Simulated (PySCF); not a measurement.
C4H9NSi, SMILES C#CCC[SiH2]N.

Coordinates come from a B3LYP-D3(BJ)/def2-SVP optimisation. This is a generated structure with no PubChem entry under its InChIKey; it may be hypothetical. Other conformers were not sampled.

The numbers are results of B3LYP-D3(BJ)/def2-SVP (PySCF), not measurements.

Frequencies are harmonic and unscaled.

```
mode  ν (cm⁻¹)  IR (km/mol)  moving atoms (share of kinetic energy)
----  --------  -----------  --------------------------------------
1           71          2.0                          C 60 %, H 32 %
2           76          0.7         H 40 %, C 29 %, Si 16 %, N 15 %
3           96          2.2                  C 48 %, N 26 %, H 21 %
4          169         13.1                                  H 96 %
5          205          4.0                 C 53 %, Si 23 %, H 20 %
6          276          6.5         C 40 %, H 22 %, N 20 %, Si 18 %
7          352        227.8                          H 70 %, N 28 %
8          354          9.0                          C 68 %, H 32 %
9          482         11.2                          H 89 %, Si 9 %
10         489         19.7                 C 76 %, H 12 %, Si 11 %
11         645          8.1                                  H 92 %
12         689         38.0                          H 78 %, C 22 %
13         693         38.5                          H 77 %, C 23 %
14         731         33.4                 C 54 %, H 24 %, Si 20 %
15         774         14.8                          H 83 %, C 14 %
16         845         31.6                 N 48 %, H 27 %, Si 24 %
17         892        207.2                 H 66 %, C 20 %, Si 12 %
18         905         38.9                          H 79 %, N 15 %
19         932        115.7                                  H 91 %
20         937         19.1                          H 66 %, C 31 %
21         963         73.3                          C 69 %, H 26 %
22        1028         12.5                          C 73 %, H 27 %
23        1148          2.9                          H 84 %, C 16 %
24        1190         22.7                          H 71 %, C 28 %
25        1295          0.0                           H 90 %, C 9 %
26        1342         18.0                          H 65 %, C 35 %
27        1432          1.4                                  H 93 %
28        1450          3.2                          H 90 %, C 10 %
29        1545         39.3                          H 90 %, N 10 %
30        2206        110.0                                  H 98 %
31        2207        154.2                                  H 96 %
32        2227          7.6                           C 91 %, H 9 %
33        3015         10.1                                  H 95 %
34        3032         15.6                                  H 95 %
35        3051          3.2                           H 91 %, C 9 %
36        3082         15.1                           H 91 %, C 9 %
37        3473         74.0                          H 86 %, C 14 %
38        3570         26.6                                  H 96 %
39        3661         24.7                           H 91 %, N 9 %
```
